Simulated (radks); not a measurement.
Kinetic energies: the exact non-interacting value of the Kohn-Sham orbitals and orbital-free approximations, as 100 (|E| - |E exact|)/|E exact|, negative where the magnitude is too small. Species: Ru3+ [Kr] 4d5; Sc3+ [Ar]. Method: non-relativistic Kohn-Sham, PBE, spin-polarised, spherical densities, point nucleus; computed with a radial shooting solver on a logarithmic mesh with Libxc functionals. Every spin shell is full or empty, so the densities are truly spherical. Functionals are evaluated on that one density, not self-consistently.

functional,Ru3+,Sc3+
exact (hartree),4439.37,758.079
Thomas-Fermi,-5.49,-6.89
von Weizsacker,-56.60,-43.97
TF + vW/9,-0.67,-0.67
TF + vW/5,+3.19,+4.31
APBEK,+0.15,+0.17
revAPBEK,+0.34,+0.48
Perdew 92,-0.66,-0.66
Thakkar,-0.51,-0.24
Pearson,-0.95,-1.40
LKT,+20.21,+27.55
PG1,+15.92,+22.11
DePristo-Kress,-0.06,+0.01
Ernzerhof,-0.36,-0.14
